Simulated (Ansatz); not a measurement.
Total energies of the cluster GeF2 (the lowest singlet isomer of a short search) from Ansatz at CCSD(T)/def2-TZVPP, gas phase (1 Eh = 27.2114 eV = 2625.5 kJ/mol). The reference geometry is relaxed at PBE0-D4/def2-TZVP.

```csv
atom,x (Å),y (Å),z (Å)
Ge1,0.580,-0.061,-0.502
F2,0.464,0.759,1.034
F3,-1.044,-0.698,-0.532
```

```json
{"state": "charge 0 singlet", "geometry": "reference", "energy (Eh)": "-2275.16440"}
{"state": "charge 1 doublet", "geometry": "reference", "energy (Eh)": "-2274.73657"}
{"state": "charge 0 triplet", "geometry": "relaxed at PBE0-D4/def2-TZVP", "energy (Eh)": "-2275.03591"}
{"state": "charge 0 quintet", "geometry": "relaxed at PBE0-D4/def2-TZVP", "energy (Eh)": "-2274.78172"}
{"state": "free Ge atom (triplet)", "geometry": "–", "energy (Eh)": "-2075.51616"}
{"state": "free F atom (doublet)", "geometry": "–", "energy (Eh)": "-99.62506"}
```

Correlated methods freeze 11 core orbitals; core or outer-core shells of Ge are correlated, in sets that lack core-valence functions.

Problem. Work out the vertical ionisation energy to the doublet.

Solution. E(charge 1 doublet) − E(charge 0 singlet) = -2274.73657 − (-2275.16440) = 0.42783 Eh = 11.64 eV.

Problem. Which of the charge 0 states is lowest, and how far above it are the others?

Solution. The singlet. triplet: -2275.03591 − (-2275.16440) = 0.12849 Eh = 337.4 kJ/mol; quintet: -2274.78172 − (-2275.16440) = 0.38268 Eh = 1004.7 kJ/mol.

Problem. What is the binding energy per atom against free atoms?

Solution. Atoms: 1 × (-2075.51616) + 2 × (-99.62506) = -2274.76628 Eh. Binding: -2274.76628 − (-2275.16440) = 0.39812 Eh = 10.83 eV, or 3.61 eV for each of 3 atoms (no zero-point energy, no counterpoise term).

The structure comes from a short search, and lower isomers may exist.
